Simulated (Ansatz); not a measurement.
Basis-set series for C₂H₄FIn (`[F][In]1[CH2][CH2]1`). Total charge 0; spin multiplicity 1. In takes the def2 core potential. All single points use the PBE0-D4/def2-TZVP geometry.

```json
{"functional": "PBE0-D4", "basis": "def2-SVP", "functions": "88", "energy (Eh)": "-368.18689", "HOMO (eV)": "-5.44", "LUMO (eV)": "-1.90"}
{"functional": "PBE0-D4", "basis": "def2-TZVPP", "functions": "199", "energy (Eh)": "-368.41475", "HOMO (eV)": "-5.50", "LUMO (eV)": "-2.03"}
{"functional": "ωB97M-V", "basis": "def2-SVP", "functions": "88", "energy (Eh)": "-368.24875", "HOMO (eV)": "-7.54", "LUMO (eV)": "0.06"}
{"functional": "ωB97M-V", "basis": "def2-TZVPP", "functions": "199", "energy (Eh)": "-368.48475", "HOMO (eV)": "-7.62", "LUMO (eV)": "-0.18"}
```

(1) Give the rows for def2-QZVPP. (An estimate is asked.)

## Answers

(1) Ansatz gave: 
```tsv
functional	basis	functions	energy (Eh)	HOMO (eV)	LUMO (eV)
PBE0-D4	def2-QZVPP	373	-368.42701	-5.53	-2.08
ωB97M-V	def2-QZVPP	373	-368.49650	-7.65	-0.32
```
